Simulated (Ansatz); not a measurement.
CH2AlBF2, SMILES `F[CH]1[BH][Al]1[F]` at its PBE0-D4/def2-TZVP geometry, where that method's forces vanish. Charge 0, multiplicity 1.

```xyz
7

F    -1.7352   -1.1524    0.7473
C    -0.6897   -0.4826    0.2163
B     0.1670    0.4255    0.9544
Al    1.0987    0.6343   -0.7832
F     1.5657    0.5247   -2.3522
H    -0.6395   -0.7684   -0.8505
H     0.2330    0.8189    2.0681
```

What forces (eV/Å) does B3LYP-D4/def2-TZVPP give on these atoms in Ansatz 0.2.0? (Estimate.)

Computed: 
```
F1  -0.337 -0.209  0.194
C2   0.258  0.143 -0.209
B3  -0.069 -0.023  0.103
Al4  0.125  0.130  0.099
F5   0.047 -0.016 -0.173
H6  -0.024  0.019  0.126
H7   0.000 -0.044 -0.140
```

B3LYP here is the variant with VWN-RPA as its local correlation; programs differ in this.
